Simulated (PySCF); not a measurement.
## Dipole moment and polarisability of `[SiH3][AsH2]`

Compound: AsH5Si.
Geometry (PBE0-D3(BJ)/def2-SVP, Å), atoms numbered from 1 in this order:
```
atom  x, y, z in Å
Si1   -0.8394    0.0945   -0.0770
As2    1.4487   -0.0081   -0.6934
H3    -1.5955   -0.8909   -0.9076
H4    -1.3474    1.4664   -0.3810
H5    -1.0767   -0.2023    1.3683
H6     1.6380   -1.3391    0.0293
H7     1.8707    0.7873    0.5386
```

Level: B3LYP/def2-SVPD (PySCF), static field, nuclei fixed, core orbitals frozen in the response. The polarisability tensor in these axes (au):

```
x   79.56 -1.27 -4.89
y   -1.27 57.41  0.21
z   -4.89  0.21 58.66
```

Q: What are the eigenvalues, a third of the trace, and Δα (Δα² = ½Σ(αi − αj)² over the three pairs)?

A: Principal values 57.32, 57.59 and 80.72 au; mean 65.21 au = 9.66 Å³ = 10.75 × 10⁻⁴⁰ C²·m²/J; Δα = 23.26 au (36 % of the mean).

Q: What is the dipole moment, and where does it point?

A: (-0.06, -0.06, 0.29) D, 0.30 D in size, pointing from the negative to the positive side. Measured along this direction, the outermost atoms are As2 at the negative end and H5 at the positive end.

Q: In a dilute gas of rigid molecules at 273 K, how does the orientational term μ²/3kT compare with the electronic polarisability?

A: In Gaussian units μ²/3kT = 0.81 Å³ against 9.66 Å³, a ratio of 0.08; the Debye molar polarisation (4π/3)N_A(α + μ²/3kT) is 26.4 cm³/mol, leaving out the vibrational part.

Q: What depolarisation ratio follows for Rayleigh scattering of linearly polarised light, taking the static tensor?

A: ρ = 3Δα²/(45ᾱ² + 4Δα²) = 1623.7/(191355 + 2165.0) = 0.00839.

Q: Refractivity n − 1 of an ideal gas of it at 273.15 K and 1 atm, from the electronic α?

A: N = p/kT = 2.6868 × 10¹⁹ cm⁻³, so n − 1 = 2π × N × 9.66 × 10⁻²⁴ cm³ = 1631 × 10⁻⁶ at long wavelengths, for an ideal gas.

Isolated species at its PBE0-D3(BJ)/def2-SVP geometry, gas phase. The calculation is non-relativistic, for arsenic too.
